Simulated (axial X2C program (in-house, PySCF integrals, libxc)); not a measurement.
# How long does KTe take?

A bond scan computed with an axial X2C code built on PySCF integrals. Basis: Te dyall-cv3z [11s12p8d4f1g], K dyall-cv3z [11s12p6d3f] (cores contracted in-house).

Input file and command:
```json
{"zs": [52, 19], "q": 0, "bas": ["dyall-cv3z", "dyall-cv3z"], "levels": ["PBE0", "HF", "TPSS"], "cc": true, "r0": 3.21, "thr": -1.0, "nmax": 90, "npts": 10, "nst": 2, "ntry": 6}
```
```bash
python so2c.py task.json out
```

Keys: zs atomic numbers; q charge; bas basis sets; levels methods; cc coupled cluster on or off; r0 starting distance in Å; thr threshold in hartree for freezing inner shells (an s shell follows its p shell); nmax most natural virtual spinors; npts points on the curve; nst determinants followed; ntry starts of the search. HF also brings MP2.

Hardware: 1 thread of Arm Neoverse V1, with other jobs on the host.

Wall time of one point of each curve, integrals apart:

| Hamiltonian | level | points | seconds a point |
| --- | --- | --- | --- |
| spin-free | PBE0 | 10 | 0.66 |
| spin-free | HF | 10 | 0.41 |
| spin-free | CCSD(T) (15 electrons, 90 virtuals) | 7 | 6.4 |
| spin-free | TPSS | 10 | 0.89 |
| 2c | PBE0 | 10 | 0.94 |
| 2c | HF | 10 | 0.73 |
| 2c | CCSD(T) (15 electrons, 90 virtuals) | 7 | 6.7 |
| 2c | TPSS | 10 | 0.93 |

The rest:

Search with its distance optimisation 22 s, atoms 10 s, whole task 180 s. Coupled cluster runs on the points near the minimum only. The program drops outer points, and coupled cluster, when its time limit (not in the input) nears; MP2, further determinants and curves that did not converge are not in the table.
